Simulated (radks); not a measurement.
Results of a calculation; reference values are marked as such.
Dipole-allowed excitations along the series with 30 electrons in [Ar] 3d10 4s2. Code: a radial shooting solver on a logarithmic mesh with Libxc functionals. Model: scalar-relativistic Kohn-Sham, LDA (Slater exchange, VWN5 correlation), spin-unpolarised, spherical densities, finite nucleus; Fermi nuclear charge, rms radius of each element as measured or else 0.836 A^(1/3) + 0.57 fm. Time-dependent linear response with the Hartree and adiabatic LDA kernel, continuum included through the Sternheimer equations, no spin-orbit coupling, so fine structure and intercombination lines are absent. Lines are the poles of the dipole polarisability below minus the highest occupied eigenvalue, found on a grid refined at the orbital gaps; the lowest seven at most are given, and weak or close lines can be missed. The first line takes the name of the lowest orbital gap if no other gap lies below it; otherwise a line is named after a gap within 0.6 % of it, if that gap stands alone.

species  -e(HOMO) (eV)  lowest orbital gap (eV)  first line (eV)     f  static alpha (bohr^3)
Ru14+           341.34             4s-4p 35.775   42.706 (4s-4p)  1.32                 0.5889
Rh15+           379.55             4s-4p 38.255   45.533 (4s-4p)  1.30                 0.5099
Pd16+           419.63             4s-4p 40.806   48.430 (4s-4p)  1.28                 0.4442
Ag17+           461.58             4s-4p 43.433   51.403 (4s-4p)  1.27                 0.3890
Cd18+           505.41             4s-4p 46.141   54.458 (4s-4p)  1.25                 0.3423
In19+           551.12             4s-4p 48.936   57.601 (4s-4p)  1.24                 0.3025
